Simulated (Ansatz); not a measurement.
Consider the isomerisation: `C[SiH](N)CN` → `CN[SiH2]CN`.

Gas-phase electronic energies from Ansatz, PBE0-D4/def2-TZVP geometries. CCSD(T)/CBS is the MP2 limit (def2-TZVPP, def2-QZVPP) plus CCSD(T) − MP2 in def2-TZVPP, frozen cores. DFT in def2-TZVPP. One conformer a species, not always the lowest.

| level | ΔE (kcal/mol) | difference from CCSD(T)/CBS |
| --- | --- | --- |
| PBE0-D4 | 21.3 | -0.3 |
| B2PLYP | 21.0 | -0.6 |
| r2SCAN | 22.2 | 0.6 |
| PBE0 | 21.2 | -0.4 |
| SCS-MP2/def2-TZVPP | 20.7 | -0.9 |
| CCSD(T)/def2-TZVPP | 21.1 | -0.5 |
| HF/def2-QZVPP | 19.2 | -2.4 |
| MP2/def2-QZVPP | 22.4 | 0.8 |
| MP2/CBS(def2) | 22.7 | 1.1 |
| CCSD/CBS(def2) | 21.5 | -0.1 |
| CCSD(T)/CBS | 21.6 | 0 |

Largest T1 diagnostic among the species: 0.010.

In def2-TZVPP, CCSD(T) changes the Hartree–Fock value by +1.8 kcal/mol (the triples alone add +0.2 kcal/mol) and MP2 by +2.9 kcal/mol.
